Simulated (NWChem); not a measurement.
System: H$_{3}$O$_{2}$ cation; SMILES O[OH2+]

Input file for NWChem:

```
start job
memory heap 200 mb stack 900 mb global 1100 mb
charge 1
geometry units angstroms
  O      0.607614    -0.255742     0.325725
  O     -0.561367     0.238195    -0.306344
  H      1.354891    -0.174665    -0.306468
  H     -0.881441     0.979307     0.285574
  H     -1.207581    -0.526310    -0.286840
end
basis spherical
  * library def2-svp
end
dft
  xc xpbe96 cpbe96
  disp vdw 4
  iterations 150
end
driver
  maxiter 120
end
task dft optimize
task dft freq
```

The level has its own optimisation; frequencies are unscaled. Brackets give each atom's bonded neighbours.

Predict the main results of this run. (PBE-D3(BJ)/def2-SVP.) Quantities: r O–O (Å); r H–O [H(O)–O(HO)] (Å); r H–O [H(O)–O(HHO)] (Å); highest harmonic frequency (cm⁻¹); lowest (cm⁻¹); zero-point energy (kcal/mol).


- r O–O (Å) = 1.459
- r H–O [H(O)–O(HO)] (Å) = 0.996
- r H–O [H(O)–O(HHO)] (Å) = 1.001
- highest harmonic frequency (cm⁻¹) = 3496
- lowest (cm⁻¹) = 415
- zero-point energy (kcal/mol) = 23.8
